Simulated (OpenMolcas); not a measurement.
**A ladder of methods for InSiH5 (SMILES [SiH3][InH2])**

The species is InSiH5 (7 atoms), meant as a singlet with charge 0. As SMILES, `[SiH3][InH2]`. The shape is that of a PBE0-D4/def2-TZVP optimisation.

Quantity: the vertical ionisation energy (to the doublet cation), in eV. The values are calculated.

```tsv
level	kind	program	value (eV)	CPU time (all runs)
SVWN5/def2-TZVP (core potential)	LDA	OpenMolcas	9.36	1.7 min
BLYP/def2-TZVP (core potential)	GGA	OpenMolcas	9.08	2.3 min
M06-L/def2-TZVP (core potential)	meta-GGA	OpenMolcas	9.17	3.4 min
TPSS/def2-TZVP (core potential)	meta-GGA	OpenMolcas	9.25	3.5 min
r2SCAN/def2-TZVP (core potential)	meta-GGA	OpenMolcas	9.27	3.6 min
B3LYP/def2-TZVP (core potential)	global hybrid	OpenMolcas	9.37	2.3 min
BHLYP/def2-TZVP (core potential)	global hybrid	OpenMolcas	9.38	2.4 min
M06-2X/def2-TZVP (core potential)	hybrid meta-GGA	OpenMolcas	9.35	3.6 min
```

Spin-orbit coupling, which can split open shells on such heavy atoms by tenths of an eV, is left out. The values span 9.08 to 9.38 eV. Times are those of the runs behind each value, whatever else they computed, on shared processors of several kinds: orders of magnitude only.
